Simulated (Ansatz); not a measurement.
Ideal-gas functions of Cl3H3Si2 (`Cl[SiH2][SiH](Cl)Cl`) at 800 K and 1 bar, from an Ansatz frequency run at PBE0-D4/def2-TZVP.

Molar mass 165.56 g/mol, point group C1 (symmetry number 1), electronic degeneracy 1, moments of inertia 230.341, 587.022, 771.82 u Å². Harmonic wavenumbers (cm⁻¹, unscaled): 34, 62, 136, 147, 198, 404, 487, 532, 560, 585, 676, 735, 781, 830, 927, 2234, 2249, 2254.

Use S(trans) = R[1.5 ln M + 2.5 ln T − 1.1517]; rotational temperatures θ = 24.2544 K / I; S(rot) = R[ln(√π/σ · √(T³/θAθBθC)) + 1.5]; for each mode x = 1.438777 ν̃/T, S = R[x/(eˣ − 1) − ln(1 − e⁻ˣ)] and H = RT x/(eˣ − 1); 1 cm⁻¹ = 0.0119627 kJ/mol; R = 8.31446 J/(mol·K).

Q: By hand: the entropy, in J/(mol·K).

A: Translation 193.1. Rotation: θ = 0.1053, 0.0413, 0.0314 K, giving 137.6. Vibration, mode by mode: 31.55, 26.56, 20.04, 19.40, 16.94, 11.15, 9.68, 8.99, 8.60, 8.27, 7.18, 6.57, 6.14, 5.71, 4.97, 0.76, 0.75, 0.74, in all 194.0. Electronic 0.0. Sum 524.7 J/(mol·K).

Q: By hand: H − E and G − E in kJ/mol, counted from the electronic energy.

A: Zero-point energy ½ × 13831 × 0.0119627 = 82.7; thermal vibration 66.8; translation, rotation and pV give 4 RT = 26.6. H − E = 176.1 kJ/mol, and G − E = 176.1 − 800 × 524.7/1000 = -243.7 kJ/mol.

Vibration gives 37 % of the entropy, 97.6 J/(mol·K) of it from the modes under 150 cm⁻¹: soft modes count most, and the harmonic formula is weakest for them. The sum counts one conformer and one mirror image; others add a mixing term.
